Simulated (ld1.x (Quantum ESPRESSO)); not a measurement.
## Reading a pseudo-wave (Pt (Z = 78))

Columns: radius, all-electron u(r) and pseudo u(r) of the 6p shell (level -0.80 eV) of platinum in the configuration [Xe] 4f14 5d9.5 6s0.5 6p0; LDA (PZ), scalar-relativistic, PAW scheme, ld1.x (Quantum ESPRESSO) 7.5.

```json
{"r (bohr)": "0.222", "all-electron": "0.0123", "pseudo": "0.0060"}
{"r (bohr)": "0.445", "all-electron": "0.0593", "pseudo": "0.0236"}
{"r (bohr)": "0.668", "all-electron": "-0.1182", "pseudo": "0.0519"}
{"r (bohr)": "0.890", "all-electron": "-0.1713", "pseudo": "0.0890"}
{"r (bohr)": "1.112", "all-electron": "-0.1151", "pseudo": "0.1327"}
{"r (bohr)": "1.335", "all-electron": "-0.0145", "pseudo": "0.1809"}
{"r (bohr)": "1.558", "all-electron": "0.0910", "pseudo": "0.2308"}
{"r (bohr)": "1.780", "all-electron": "0.1850", "pseudo": "0.2797"}
{"r (bohr)": "2.002", "all-electron": "0.2632", "pseudo": "0.3255"}
{"r (bohr)": "2.225", "all-electron": "0.3259", "pseudo": "0.3666"}
{"r (bohr)": "2.448", "all-electron": "0.3744", "pseudo": "0.4014"}
{"r (bohr)": "2.670", "all-electron": "0.4106", "pseudo": "0.4292"}
{"r (bohr)": "2.892", "all-electron": "0.4366", "pseudo": "0.4497"}
{"r (bohr)": "3.115", "all-electron": "0.4542", "pseudo": "0.4635"}
{"r (bohr)": "3.338", "all-electron": "0.4647", "pseudo": "0.4710"}
{"r (bohr)": "3.560", "all-electron": "0.4695", "pseudo": "0.4733"}
{"r (bohr)": "3.782", "all-electron": "0.4695", "pseudo": "0.4714"}
{"r (bohr)": "4.005", "all-electron": "0.4656", "pseudo": "0.4663"}
{"r (bohr)": "4.228", "all-electron": "0.4586", "pseudo": "0.4587"}
{"r (bohr)": "4.450", "all-electron": "0.4492", "pseudo": "0.4492"}
{"r (bohr)": "4.672", "all-electron": "0.4379", "pseudo": "0.4379"}
{"r (bohr)": "4.895", "all-electron": "0.4250", "pseudo": "0.4250"}
{"r (bohr)": "5.118", "all-electron": "0.4110", "pseudo": "0.4110"}
{"r (bohr)": "5.340", "all-electron": "0.3963", "pseudo": "0.3963"}
{"r (bohr)": "5.562", "all-electron": "0.3812", "pseudo": "0.3812"}
{"r (bohr)": "5.785", "all-electron": "0.3657", "pseudo": "0.3657"}
```

(1) How many radial nodes do the two functions have?

(2) At about which radius was the pseudo-wave matched?

(3) Is the pseudo-wave norm-conserving?

Answers

(1) The all-electron 6p function has n − l − 1 = 4 (the table is too coarse to show those close to the nucleus); the pseudo-wave has 0, since the states of the same l below it are removed with the core.

(2) 4.45 bohr, where the columns begin to agree (steps of 0.22 bohr).

(3) No, it belongs to a PAW set: the norm inside the radius is not constrained, and the difference is carried by the augmentation charge.
